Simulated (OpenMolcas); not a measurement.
# Cu3+, Ag3+, Au3+: d8 down the group

```
Program             : OpenMolcas 26.06
Method              : MS-RASPT2, IPEA 0.25 Eh, imaginary shift 0.1 Eh
Basis               : ANO-RCC-VTZP
Scalar Hamiltonian  : DKH2, point nucleus
Spin-orbit coupling : RASSI with atomic mean-field integrals over the reference wave functions, term energies averaged over their components
```

Active space for each ion: 8 electrons in 9 orbitals (RAS2 d s; RAS3 p, at most 2 electrons); closed shells correlated by CASPT2: Cu3+ 3s 3p; Ag3+ 4s 4p; Au3+ 5s 5p.

Computed levels in cm-1 above 3F4:

| Level | Cu3+ | Ag3+ | Au3+ |
| --- | --- | --- | --- |
| 3F3 | 1949 | 4180 | 13070 |
| 3P2 | 19840 | 11900 | 18980 |
| 3P1 | 20260 | 16100 | 22320 |
| 3P0 | 20600 | 16330 | 18790 |
| 1G4 | 27040 | 21250 | 26920 |
| 1S0 | 61250 | 48130 | 56630 |
| weight of 3F in the lowest level (%) | 100 | 99 | 95 |

Mixed levels, with the weight of the term that names them: Ag3+ 3P2 (55 %), Au3+ 3P2 (50 %).

Measured, with the error of the calculation in %. Measured levels: Cu3+ from Sugar and Musgrove, J. Phys. Chem. Ref. Data 19, 527 (1990); Ag3+ from the list in Gamrath, thesis, University of Mons (2023); Au3+ from Zainab et al., Astrophys. J. Suppl. Ser. 267, 12 (2023).

| Level | Cu3+ | Ag3+ | Au3+ |
| --- | --- | --- | --- |
| 3F3 | 1861 (+4.7) | 4172 (+0.2) | 12294 (+6.3) |
| 3P2 | 19697 (+0.7) |  |  |
| 3P1 | 20097 (+0.8) | 15900 (+1.2) | 21490 (+3.9) |
| 3P0 | 20423 (+0.9) | 16092 (+1.4) | 18185 (+3.3) |
| 1G4 | 26913 (+0.5) | 20570 (+3.3) | 25702 (+4.8) |
| 1S0 | 61456 (-0.3) | 47139 (+2.1) | 55278 (+2.4) |

The fine-structure level 3F3 changes by a factor of 6.71 from Cu3+ to Au3+.

Without spin-orbit coupling 3P lies 18310, 11920, 9300 cm-1 above 3F in that order; the difference to the level 3P2, of either sign, comes from spin-orbit coupling, which also lowers the zero.

CASPT2 breaks the degeneracy within a term, and the mean is taken; among the terms shown or strongly mixed into the levels shown the widest spread is 1700 cm-1 (3d8 1G, Cu3+). Some high roots are left out of the spin-orbit mixing, which shifts the levels that they would mix with. Terms from blocks run as CI alone lack orbitals of their own. Measured partners are found by configuration, term and J. A level has none where our copy of the source lacks it or the pairing is in doubt (some pairs that miss far off the trend of their configuration count as doubtful), and it then counts in no deviation. Levels of configurations outside the active space are missing.
